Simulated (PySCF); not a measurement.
SMILES [SiH3]OCS (CH6OSSi), PBE/def2-SVP optimised geometry.

```
10

Si     1.49    -0.54     0.00
O     -0.20    -0.54     0.00
C     -0.97     0.63     0.00
S     -0.47     1.91     1.23
H      2.03     0.51    -0.95
H      2.08    -0.33     1.37
H      1.85    -1.91    -0.48
H     -0.91     1.18    -0.97
H     -2.03     0.35     0.17
H     -0.79     1.17     2.34
```

Density from PBE/def2-TZVP run with PySCF 2.14.0 at that geometry.

Minimum of the electron density along straight lines between bonded atoms, close to the bond critical point (lines longer than 1.1 times the sum of covalent radii, or with two minima, are not listed):

| bond | length / Å | ρ at the minimum / e bohr⁻³ | ∇²ρ there / e bohr⁻⁵ | position (fraction from the first atom) |
|---|---|---|---|---|
| Si1–O2 | 1.699 | 0.123 | 0.63 | 0.41 |
| O2–C3 | 1.397 | 0.270 | -0.60 | 0.64 |
| C3–S4 | 1.847 | 0.170 | -0.23 | 0.47 |
| Si1–H5 | 1.507 | 0.118 | 0.11 | 0.49 |
| Si1–H6 | 1.502 | 0.120 | 0.11 | 0.49 |
| Si1–H7 | 1.499 | 0.120 | 0.12 | 0.49 |
| C3–H8 | 1.116 | 0.271 | -0.91 | 0.65 |
| C3–H9 | 1.109 | 0.276 | -0.94 | 0.65 |
| S4–H10 | 1.364 | 0.207 | -0.56 | 0.65 |
